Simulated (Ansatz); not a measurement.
```yaml
crystal:
  periodic: [false, false, false]
  atoms:
    - {symbol: Al, position_ang: [0.003838, -0.071263, -1.508033]}
    - {symbol: P, position_ang: [-0.004384, 0.020076, 0.997189]}
    - {symbol: F, position_ang: [-1.354377, 0.053431, 1.774498]}
    - {symbol: F, position_ang: [0.778257, 1.196046, 1.809166]}
    - {symbol: F, position_ang: [0.597894, -1.188777, 1.757783]}
    - {symbol: H, position_ang: [1.631977, -0.012515, -1.571411]}
    - {symbol: H, position_ang: [-0.694031, 1.402841, -1.632012]}
    - {symbol: H, position_ang: [-0.854560, -1.386936, -1.625586]}
basis:
  gaussian: {orbitals: STO-3G}
hamiltonian: {xc: {name: SPW92}, pseudopotentials: {relativity: none}}
```

```sh
$ ansatz run in.yaml --threads 4 --pin off --events-out ev --progress --plain --max-ram 3916MiB
```

It prints (some lines left out):

```
Functional definition: SPW92
450 factors; integrals over basis functions are off by at most 2.1e-5 eV
mean field evaluation 1: about -23657.2552 eV, gradient 3.5e1 eV
mean field evaluation 2: about -23653.7906 eV, gradient 4.9e1 eV
mean field evaluation 4: about -23661.6857 eV, gradient 4.4e0 eV
mean field evaluation 8: about -23661.7136 eV, gradient 5.2e-2 eV
mean field -23661.71357037 eV, -869.5519352256 hartree, gradient 3.4e-5 eV, S^2 0.000000; 0 other end points of the search recorded, 0 dependent functions left out
reference -23661.71358591 eV, -869.5519357968 hartree; 29, 29 occupied and 7, 7 virtual orbitals, 450 factors
Total energy: -23661.71358591 eV, -869.5519357968 hartree
```

It took 0.45 s on 4 threads of Intel Xeon on a shared host.
